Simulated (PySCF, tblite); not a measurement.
Isomers of C4H7FS2Si, one GFN2-xTB conformer each. Single-point energies are computed at PBE0/pcSseg-1 (PySCF, gas phase, no added dispersion term), electronic only.

```tsv
SMILES	GFN2-xTB relative energy (kcal/mol)
F/C=C/[SiH]1SCCS1	13.6
F[Si@@H]1CC(=S)[C@H](S)C1	0.0
```

Conformers: `[F:1]/[CH:2]=[CH:3]/[SiH:4]1[S:5][CH2:6][CH2:7][S:8]1` with C2–C3–Si4–S5 113°, C3–Si4–S5–C6 -107°, Si4–S5–C6–C7 -40°, S5–C6–C7–S8 60°, C6–C7–S8–Si4 -44°; `[F:1][Si@@H:2]1[CH2:3][C:4](=[S:5])[C@H:6]([SH:7])[CH2:8]1` with C4–C6–S7–H -73°, F1–Si2–C3–C4 -122°, Si2–C3–C4–S5 -149°, C3–C4–C6–S7 81°, C4–C6–C8–Si2 29°.

Q: What does PBE0/pcSseg-1 give for the same structures?

A: 
```
                   SMILES  PBE0/pcSseg-1 E (Eh)  PBE0/pcSseg-1 (kcal/mol)  GFN2-xTB (kcal/mol)  point group
F[Si@@H]1CC(=S)[C@H](S)C1           -1341.65349                       0.0                  0.0           C1
        F/C=C/[SiH]1SCCS1           -1341.64139                       7.6                 13.6           C1
```

Both levels put the same isomer lowest. As drawn, the lower has an S–H bond, an Si–F bond and a C=S bond, which the higher lacks; the higher has a C=C bond outside aromatic rings, which the lower lacks.

Q: Which frontier levels, dipoles and rotational constants go with these structures?

A: 
```tsv
SMILES	HOMO (eV, PBE0/pcSseg-1)	LUMO (eV)	dipole (D)	A, B, C (MHz)
F[Si@@H]1CC(=S)[C@H](S)C1	-6.48	-2.36	2.70	1634, 939.0, 713.7
F/C=C/[SiH]1SCCS1	-7.11	-0.62	1.79	1932, 745.8, 628.9
```

Q: What happens when harmonic zero-point energies from GFN2-xTB frequencies are added?

A: 
```csv
SMILES,ZPE (kcal/mol),electronic (kcal/mol),with ZPE (kcal/mol)
F[Si@@H]1CC(=S)[C@H](S)C1,61.7,0.0,0.0
F/C=C/[SiH]1SCCS1,63.4,7.6,9.3
```

The zero-point energies span 1.7 kcal/mol. The order is unchanged.
